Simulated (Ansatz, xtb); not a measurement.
## Ranking isomers of C3H10ClPSi2

3 gas-phase structures of C3H10ClPSi2, from a drawn sample of its isomers (lower ones may exist). Each was relaxed with GFN2-xTB; where two conformers were screened, the lower at r2SCAN-D4/def2-SVP is listed:

A. `C[Si@@H]1P[SiH2]C[C@H]1Cl`, a singlet
B. `C[Si@@]1(Cl)CC[SiH2]P1`, a singlet
C. `C=CC[Si@@H](Cl)P[SiH3]`, a singlet

Problem. Make a reasoned guess at their ranking by r2SCAN-D4/def2-SVP single-point energy.

Solution. Calculated order at r2SCAN-D4/def2-SVP: B (0.0), C (160.9), A (162.9) kJ/mol. Less than 1 kcal/mol parts C and A, so the order within that pair means little.

Energies above the lowest of each column, in kJ/mol; the last columns are at PBE-D3(BJ)/def2-SVP geometries:

```json
{"structure": "B", "GFN2-xTB": "0.0", "HF/STO-3G": "0.0", "r2SCAN-D4/def2-SVP": "0.0", "PBE-D3(BJ)/def2-SVP": "0.0", "CCSD(T)/def2-SVP + ΔMP2/def2-TZVPP": "0.0"}
{"structure": "C", "GFN2-xTB": "53.7", "HF/STO-3G": "268.6", "r2SCAN-D4/def2-SVP": "160.9", "PBE-D3(BJ)/def2-SVP": "155.6", "CCSD(T)/def2-SVP + ΔMP2/def2-TZVPP": "150.2"}
{"structure": "A", "GFN2-xTB": "110.6", "HF/STO-3G": "166.9", "r2SCAN-D4/def2-SVP": "162.9", "PBE-D3(BJ)/def2-SVP": "157.6", "CCSD(T)/def2-SVP + ΔMP2/def2-TZVPP": "161.3"}
```

Every level run on B puts it lowest or level with the lowest. Flexible structures stand in one conformer each, not always the lowest. ΔMP2 is the change of the MP2 energy from the smaller to the larger basis.

Programs: Ansatz 0.2.0, xtb 6.7.1.
